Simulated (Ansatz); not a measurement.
Cartesian coordinates in Å:
```
B -0.0708 0.2371 -1.3674
C 0.2688 -0.7322 -0.1148
Si -0.3840 1.0405 0.4645
Ga 0.2930 -0.8759 2.1622
H -1.1091 0.0614 -1.9390
H 0.8474 0.7740 -1.9189
H 1.3321 -0.9863 -0.0626
H -1.4911 0.6483 1.4162
H 0.6956 1.4450 1.4423
H -0.3818 -1.6118 -0.0825
```

The species carries charge 0 and has multiplicity 1. The bonds changed during the relaxation, so this is another structure than the one it started from.

(1) List the ωB97M-V/def2-TZVPP orbital energies in eV (the Gaussian-basis code of Ansatz). (Estimate.)

Results:

(1) The calculation gave: Occupied: -10153.96, -1806.83, -1257.40, -1111.54, -1111.53, -1111.49, -281.50, -186.77, -154.71, -147.92, -107.08, -107.05, -106.93, -102.07, -102.02, -101.97, -26.15, -26.15, -26.07, -26.05, -26.04, -22.97, -17.70, -16.50, -15.03, -12.93, -12.06, -11.92, -11.06, -9.69, -8.33. Lowest empty: -0.04, 0.25, 1.34, 1.92, 2.65, 2.72, 3.24, 3.30.
